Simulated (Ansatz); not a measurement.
Geometry optimisation of the cluster Be2Te2⁺.

```yaml
crystal:
  periodic: [false, false, false]
  atoms:
    - {symbol: Be, position_ang: [-0.118054, 0.762382, 0.754825]}
    - {symbol: Be, position_ang: [0.118020, -0.762441, -0.754770]}
    - {symbol: Te, position_ang: [1.879153, -0.337535, 0.634806]}
    - {symbol: Te, position_ang: [-1.879129, 0.337594, -0.634862]}
basis:
  gaussian: {orbitals: def2-TZVP}
total_charge: 1
magnetization: {spin_polarized: true, initial_magnetization: 3}
hamiltonian: {xc: r2scan, dispersion: d4}
scf: {lower_state_search: "off"}
output: {orbitals: {seedname: orbitals}}
relax: {f_tol: 0.02, max_steps: 100}
```

```sh
$ ansatz run in.yaml --threads 4 --pin off --events-out ev --progress --plain --max-ram 3916MiB
```

Shortened log:

```
Functional definition: r2SCAN
mean field -15386.63941646 eV, -565.4485691161 hartree, gradient 1.6e-6 eV, S^2 3.780495; 0 other end points of the search recorded, 0 dependent functions left out
relax step   1: F+E_penalty+E_count = -15386.66620666 eV  Δ(F+E_penalty+E_count) = +0.000e0 eV  max|allowed force component| = 9.959e-1 eV/Å  Δτ_max = 0.0000 Å  (19 SCF iters, accepted)
mean field -15386.84021220 eV, -565.4559482234 hartree, gradient 4.3e-6 eV, S^2 3.781459; 0 other end points of the search recorded, 0 dependent functions left out
relax step   2: F+E_penalty+E_count = -15386.86683248 eV  Δ(F+E_penalty+E_count) = -2.006e-1 eV  max|allowed force component| = 2.707e-1 eV/Å  Δτ_max = 0.1004 Å  (27 SCF iters, accepted)
mean field -15386.85597591 eV, -565.4565275292 hartree, gradient 1.6e-6 eV, S^2 3.778531; 0 other end points of the search recorded, 0 dependent functions left out
relax step   3: F+E_penalty+E_count = -15386.88274475 eV  Δ(F+E_penalty+E_count) = -1.591e-2 eV  max|allowed force component| = 4.024e-1 eV/Å  Δτ_max = 0.1563 Å  (25 SCF iters, accepted)
mean field -15386.88353114 eV, -565.4575401652 hartree, gradient 6.4e-6 eV, S^2 3.779944; 0 other end points of the search recorded, 0 dependent functions left out
relax step   4: F+E_penalty+E_count = -15386.91021232 eV  Δ(F+E_penalty+E_count) = -2.747e-2 eV  max|allowed force component| = 3.675e-2 eV/Å  Δτ_max = 0.0688 Å  (23 SCF iters, accepted)
mean field -15386.88402263 eV, -565.4575582269 hartree, gradient 5.7e-6 eV, S^2 3.779940; 0 other end points of the search recorded, 0 dependent functions left out
relax step   5: F+E_penalty+E_count = -15386.91069777 eV  Δ(F+E_penalty+E_count) = -4.854e-4 eV  max|allowed force component| = 4.110e-3 eV/Å  Δτ_max = 0.0109 Å  (24 SCF iters, accepted)
Total energy: -15386.91071590 eV, -565.4585391866 hartree
Atom 0 at    -0.139781     0.902829     0.893820 Å, force     0.000637    -0.004104    -0.004069 eV/Å
Atom 1 at     0.139773    -0.902836    -0.893813 Å, force    -0.000634     0.004110     0.004063 eV/Å
Atom 2 at     1.877136    -0.337201     0.634153 Å, force    -0.002269     0.000404    -0.000763 eV/Å
Atom 3 at    -1.877138     0.337208    -0.634161 Å, force     0.002266    -0.000410     0.000769 eV/Å
Dipole moment:    -0.000002    -0.000004     0.000004 e Å
Checks for a lower state left out: stability, starts, cluster_reference, orbital_swaps, neighbouring_geometries, increment
```

Run time 15 s (4 threads of Arm Neoverse V1 on a shared host).

In the def2 sets Te takes a core potential; there is no spin–orbit coupling. At r2SCAN-D4/def2-TZVP a doublet of charge 1 lies 2.67 eV below the quartet, each at its own geometry. The structure comes from a short search, and lower isomers may exist.
